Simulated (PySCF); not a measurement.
Geometry:
```csv
atom,x (Å),y (Å),z (Å)
C1,2.604,0.649,-0.759
O2,1.782,0.006,0.169
C3,0.509,-0.261,-0.308
C4,-0.406,-0.953,0.705
C5,-1.560,-0.036,0.215
C6,-2.437,-0.716,-0.786
O7,-2.475,-0.573,-1.962
F8,-3.240,-1.607,-0.183
C9,-0.512,0.897,-0.412
H10,2.737,0.047,-1.679
H11,3.587,0.798,-0.292
H12,2.205,1.639,-1.056
H13,0.554,-0.822,-1.264
H14,-0.540,-2.042,0.643
H15,-0.100,-0.681,1.725
H16,-2.208,0.372,1.006
H17,-0.239,1.705,0.282
H18,-0.746,1.306,-1.404
```

Computational details: PBE0-D3(BJ)/def2-SVP structure, GIAO B3LYP/pcSseg-1 shieldings, in PySCF 2.14 (non-relativistic Hamiltonian, no solvent, fast rotation and ring inversion assumed for equivalent nuclei, one computed conformer).

Predict the 2D correlation tables (HSQC, COSY, HMBC).

## Answers



HSQC (one-bond C–H):
```tsv
δH	δC
3.65 (H13)	74.4 (C3)
3.21 (H10/H11/H12)	56.4 (C1)
2.65 (H16)	31.2 (C5)
2.49 (H14/H18)	35.1 (C4/C9)
2.00 (H15/H17)	35.1 (C4/C9)
```

COSY cross peaks (H two or three bonds apart, from the bond graph; peaks can be absent where the dihedral angle is near 90°):
```tsv
δH	δH
3.65 (H13)	2.49 (H14/H18)
3.65 (H13)	2.00 (H15/H17)
2.65 (H16)	2.49 (H14/H18)
2.65 (H16)	2.00 (H15/H17)
2.49 (H14/H18)	2.00 (H15/H17)
```

HMBC (two and three bonds, from the bond graph):
```tsv
δH	δC
3.65 (H13)	56.4 (C1), 35.1 (C4/C9), 31.2 (C5)
3.21 (H10/H11/H12)	74.4 (C3)
2.65 (H16)	175.2 (C6), 74.4 (C3), 35.1 (C4/C9)
2.49 (H14/H18)	175.2 (C6), 74.4 (C3), 35.1 (C4/C9), 31.2 (C5)
2.00 (H15/H17)	175.2 (C6), 74.4 (C3), 35.1 (C4/C9), 31.2 (C5)
```

References, each an isolated molecule treated in the same way: 1H and 13C against TMS.

Short H···H contacts in this conformer between protons four or more bonds apart (candidates for NOE cross peaks, intensity ∝ r⁻⁶): H10···H13 2.39 Å, H12···H17 2.79 Å.

Shifts are as computed. Against solution values, carbons near 30 ppm lie about +2 ppm off and those near 130 ppm about +6 ppm. Of 1313 compounds with measured shifts, 239 miss one by over three times the rms of a fit or turn the order of signals round; such compounds aren't used in these exercises.
